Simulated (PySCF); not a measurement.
Fine-structure interval along the 13-electron series

Calculated with PySCF 2.14 and a two-component X2C-1e Hamiltonian (Gaussian nucleus, no Breit or QED terms), each ion in its own even-tempered basis scaled to its charge; GMP2 freezes 1s2 and drops the highest virtual spinors. Values in cm⁻¹.

```
  ion  configuration  GHF (screened spin-orbit)  GMP2 (screened spin-orbit)  GHF (bare spin-orbit)
Sb³⁸⁺   [Ne] 3s2 3p1                     524460                      521570                 546790
 I⁴⁰⁺   [Ne] 3s2 3p1                     626840                      623770                 652600
```

Question: Fill in the row of Te³⁹⁺.

Answer: configuration: [Ne] 3s2 3p1; GHF (screened spin-orbit): 574060; GMP2 (screened spin-orbit): 571080; GHF (bare spin-orbit): 598060.
